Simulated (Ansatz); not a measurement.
**Ligand exchange: ICl + Cd(CH3)(OH) → HOI + Cd(CH3)Cl**

Gas-phase species: ICl (iodine monochloride), singlet; Cd(CH3)(OH), singlet; HOI (hypoiodous acid) `OI`, singlet; Cd(CH3)Cl, singlet. The partners trade Cl for OH: I–Cl and Cd–OH bonds give way to I–OH and Cd–Cl.

Shapes, held fixed at every level: PBE0-D4/def2-TZVP. Programs: Ansatz 0.2.0. Electronic energies: no zero-point or thermal term.

```json
{"level": "HF/def2-TZVPP", "kind": "Hartree–Fock", "ΔE (kJ/mol)": "-64.3", "less CCSD(T)/def2-TZVPP": "-16.6"}
{"level": "B3LYP-D4/def2-TZVPP", "kind": "global hybrid", "ΔE (kJ/mol)": "-44.1", "less CCSD(T)/def2-TZVPP": "+3.6"}
{"level": "PBE0-D4/def2-TZVPP", "kind": "global hybrid", "ΔE (kJ/mol)": "-47.1", "less CCSD(T)/def2-TZVPP": "+0.6"}
{"level": "r2SCAN0-D4/def2-TZVPP", "kind": "global hybrid", "ΔE (kJ/mol)": "-50.2", "less CCSD(T)/def2-TZVPP": "-2.5"}
{"level": "wB97X-V/def2-TZVPP", "kind": "range-separated hybrid", "ΔE (kJ/mol)": "-49.8", "less CCSD(T)/def2-TZVPP": "-2.1"}
{"level": "CCSD/def2-TZVPP", "kind": "coupled cluster or CI", "ΔE (kJ/mol)": "-49.1", "less CCSD(T)/def2-TZVPP": "-1.4"}
{"level": "CCSD(T)/def2-TZVPP", "kind": "coupled cluster or CI", "ΔE (kJ/mol)": "-47.7", "less CCSD(T)/def2-TZVPP": "0.0"}
```

The highest level, CCSD(T)/def2-TZVPP, gives ΔE = -47.7 kJ/mol; the levels span -64.3 to -44.1. The column of differences is taken from that level and isn't an error. No measured value is set beside it here. For atoms past krypton def2 sets carry core potentials with scalar relativity. Outer-core shells of Cd, I are correlated, in sets that cover them unevenly.
